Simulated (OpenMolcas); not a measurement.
## Cr4+: moving or changing the point charges

Cr4+ among 6 point charges of -2.2 e arranged as an octahedron (Oh), 1.95 Å from the ion.

| Property | Result |
| --- | --- |
| Program | OpenMolcas |
| Method | CASSCF |
| Basis | ANO-RCC-VDZP [5s4p2d1f] |
| Scalar Hamiltonian | DKH2, point nucleus |
| Active space | 2 electrons in 5 orbitals (3d) |
| State averaging | 2S+1 = 3 even, 10 roots; 2S+1 = 1 even, 15 roots |
| Spin-orbit coupling | RASSI with atomic mean-field integrals over the reference wave functions |

Runs around this geometry, states (labels of O, the rotations of Oh). Energies in cm-1 above the lowest state or level, χT in cm3 K/mol; under a threefold ground state the first gap can be a small split of the lowest multiplet, not the spin-orbit step; 10Dq and B are least-squares fits to the states below 45000 cm-1, weighted by degeneracy, with a free offset, and given where the rms deviation is under 5 % of |10Dq| (or 100 cm-1) and under 700 cm-1.

| R (Å) | q (e) | Ground state | First state of that spin | 10Dq | B (rms of fit) | First gap with spin-orbit (degeneracies) | χT at 300 K | First state of another spin |
| --- | --- | --- | --- | --- | --- | --- | --- | --- |
| 1.95 | -1.76 | 3T1 | 3T2 2631 | 3273 | 1272 (53) | 71.2 (2, 3) | 0.594 | 1T2 16846 |
| 1.83 | -2.2 | 3T1 | 3T2 4541 | 5633 | 1269 (105) | 45.4 (2, 3) | 0.616 | 1T2 17125 |
| 1.95 | -2.2 | 3T1 | 3T2 3302 | 4110 | 1272 (71) | 59.6 (2, 3) | 0.603 | 1T2 16973 |
| 2.12 | -2.2 | 3T1 | 3T2 2171 | 2704 | 1273 (46) | 81.8 (2, 3) | 0.587 | 1T2 16742 |

Taking |10Dq| as R^-n, n = -ln(2704 / 5633) / ln(2.12 / 1.83) = 5.0 between the shortest and longest distance. The point-charge formula for a cubic d site gives n = 5.

Scaling the charges by -1.76 / -2.2 = 0.80 scales |10Dq| by 3273 / 4110 = 0.80; with fixed orbitals a first-order splitting would follow the charge.

An orbital triplet at a regular site is open to Jahn-Teller coupling, which can distort the site and quench the lowest spin-orbit gaps and is left out. Without dynamic correlation the repulsion within the d shell is too large (B by tens of per cent), so at a given field states of lower spin stand too high. This field is weak: 10Dq is about 3273 cm-1, while octahedral complexes of 3d ions of charge 3 and more, computed by the same method with explicit ligands, had a median near 15000 cm-1. Ground spin and moment need not be those of a real site (figures for R = 1.95, q = -1.76; the like holds for R = 1.83, q = -2.2, R = 1.95, q = -2.2, R = 2.12, q = -2.2). The ground term spreads over less than 5000 cm-1, several times less than with real ligands, so orbital moments are less quenched and χT lies further from the spin-only value than at real sites (holds for R = 2.12, q = -2.2). This is an electrostatic model: the charges have no orbitals. No measured value stands beside these numbers.
